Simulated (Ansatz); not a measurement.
C₂H₅F₃OSi, SMILES `CCO[Si](F)(F)F` from Hartree–Fock to CCSD(T)

Z-matrix (Å, degrees):
```
C
C 1 1.505
H 1 1.091 2 110.6
H 1 1.091 2 110.6 3 -120.3
H 1 1.092 2 110.0 3 119.9
O 2 1.427 1 108.9 3 60.0
H 2 1.095 1 110.7 3 -60.0
H 2 1.095 1 110.7 3 -179.9
Si 6 1.596 2 126.9 1 179.4
F 9 1.574 6 112.3 2 -60.5
F 9 1.567 6 108.5 2 179.6
F 9 1.574 6 112.3 2 59.7
```

Total charge 0; spin multiplicity 1. All single points use the PBE0-D4/def2-TZVP geometry. It is one conformer, not always the lowest. Frozen core, restricted reference, Ansatz 0.2.0.

```json
{"basis": "def2-SVP", "HF (Eh)": "-740.55427", "MP2 corr.": "-1.10435"}
{"basis": "def2-TZVPP", "HF (Eh)": "-741.25140", "MP2 corr.": "-1.43390"}
{"basis": "def2-QZVPP", "HF (Eh)": "-741.28369", "MP2 corr.": "-1.55805"}
```

Task: Estimate the CCSD correlation energy and the (T) correction in each basis where they were run (hartree).

Result: 
```json
{"basis": "def2-SVP", "CCSD corr.": "-1.14329", "(T)": "-0.02218"}
```
